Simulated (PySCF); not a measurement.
Job file and geometry (Å, from GFN2-xTB) of an NMR shielding run on `CB(C)C[SiH2][Si@H](Cl)CCl`, C$_{4}$H$_{13}$BCl$_{2}$Si$_{2}$, PySCF 2.14.0, density-fitted response routines, GIAO PBE0/pcSseg-1 NMR shielding, non-relativistic, gas phase; density fitting, a coarse starting grid and PySCF grid level 2 are the driver's defaults:

```
$ OMP_NUM_THREADS=1 python probes_run.py task.json out

{"job": {"kind": "nmr", "xc": "PBE0", "basis": "pcSseg-1"}, "charge": 0, "multiplicity": 1}
C     -2.701643    -1.637885    -0.327239
B     -2.095600    -0.280513     0.205579
C     -2.899027     1.065178     0.020202
C     -0.695051    -0.273100     0.895296
Si     0.650400     0.027828    -0.429481
Si     2.730000     0.057847     0.619118
Cl     2.823186     1.260399     2.260205
C      4.034799     0.797019    -0.578831
Cl     4.001062    -0.130836    -2.103074
H     -3.367668    -2.057601     0.427850
H     -3.301819    -1.516786    -1.226529
H     -1.945242    -2.394354    -0.526181
H     -2.349481     1.951197     0.329800
H     -3.821044     1.038849     0.600814
H     -3.206619     1.208896    -1.014411
H     -0.591953     0.515104     1.641921
H     -0.456015    -1.218150     1.384973
H      0.608232    -1.037852    -1.440553
H      0.386161     1.292484    -1.138286
H      3.303792    -1.220298     1.057763
H      3.828660     1.832791    -0.842658
H      5.054459     0.739169    -0.202486
```

**Question.** Write the output of this run.

**Answer.** 
```
coarse grid: 19992 points
cycle   1  E = -1683.5631398216  dE =  5.396e-01  |g| = 5.868e-01  |ddm| = 4.122e+00
cycle   2  E = -1683.5331308902  dE =  3.001e-02  |g| = 6.706e-01  |ddm| = 1.257e+00
cycle   3  E = -1683.6553154039  dE = -1.222e-01  |g| = 6.066e-02  |ddm| = 7.650e-01
cycle   4  E = -1683.6561945686  dE = -8.792e-04  |g| = 2.884e-02  |ddm| = 9.819e-02
cycle   5  E = -1683.6564034980  dE = -2.089e-04  |g| = 6.831e-03  |ddm| = 3.066e-02
cycle   6  E = -1683.6564150879  dE = -1.159e-05  |g| = 1.963e-03  |ddm| = 8.744e-03
cycle   7  E = -1683.6564159435  dE = -8.556e-07  |g| = 4.983e-04  |ddm| = 2.093e-03
final grid: 173224 points
cycle   8  E = -1683.7024516553  dE = -4.860e-05  |g| = 9.077e-03  |ddm| = 2.894e-02
cycle   9  E = -1683.7024463952  dE =  5.260e-06  |g| = 9.763e-03  |ddm| = 1.517e-02
cycle  10  E = -1683.7024706112  dE = -2.422e-05  |g| = 9.272e-04  |ddm| = 8.504e-03
cycle  11  E = -1683.7024707773  dE = -1.661e-07  |g| = 2.730e-04  |ddm| = 1.096e-03
cycle  12  E = -1683.7024707956  dE = -1.834e-08  |g| = 5.492e-05  |ddm| = 2.675e-04
cycle  13  E = -1683.7024707963  dE = -7.030e-10  |g| = 1.989e-05  |ddm| = 8.134e-05
converged SCF energy = -1683.7024707963

GIAO shielding tensors (ppm)
atom      isotropic    diamagn.    paramagn.     s11        s22        s33       span
  0 C      172.849     251.891     -79.042    155.030    175.565    187.950     32.920
  1 B       14.646     188.352    -173.706    -40.944    -35.786    120.666    161.610
  2 C      172.182     251.988     -79.806    153.582    175.337    187.626     34.045
  3 C      169.524     258.712     -89.188    153.740    164.905    189.926     36.186
  4 Si     427.697     882.035    -454.338    402.892    412.898    467.301     64.409
  5 Si     358.859     877.391    -518.531    308.868    373.719    393.991     85.123
  6 Cl     991.452    1149.215    -157.763    930.021    996.465   1047.870    117.849
  7 C      151.382     253.010    -101.627    124.894    139.216    190.037     65.143
  8 Cl     944.302    1146.356    -202.054    847.461    891.374   1094.071    246.610
  9 H       31.089      28.341       2.747     27.165     28.827     37.274     10.110
 10 H       30.812      29.672       1.140     27.259     29.215     35.961      8.702
 11 H       30.730      32.334      -1.604     26.593     31.120     34.475      7.882
 12 H       30.756      32.621      -1.865     26.593     31.195     34.480      7.887
 13 H       30.817      28.175       2.642     26.901     28.800     36.749      9.848
 14 H       30.867      30.214       0.653     27.707     28.860     36.032      8.325
 15 H       30.387      34.289      -3.902     25.951     30.167     35.043      9.092
 16 H       30.657      34.130      -3.473     26.521     29.777     35.673      9.151
 17 H       27.636      30.745      -3.109     22.599     28.532     31.776      9.177
 18 H       27.806      31.372      -3.566     23.416     28.077     31.927      8.511
 19 H       26.363      28.661      -2.299     22.976     24.930     31.183      8.207
 20 H       28.592      30.211      -1.619     23.510     28.221     34.047     10.537
 21 H       28.251      26.849       1.401     21.882     28.214     34.656     12.774
```

Size and cost of the density-fitted run: 246 basis functions, 110 s wall time on 1 thread of an Arm Neoverse V1, shared host; peak memory 1.1 GiB.
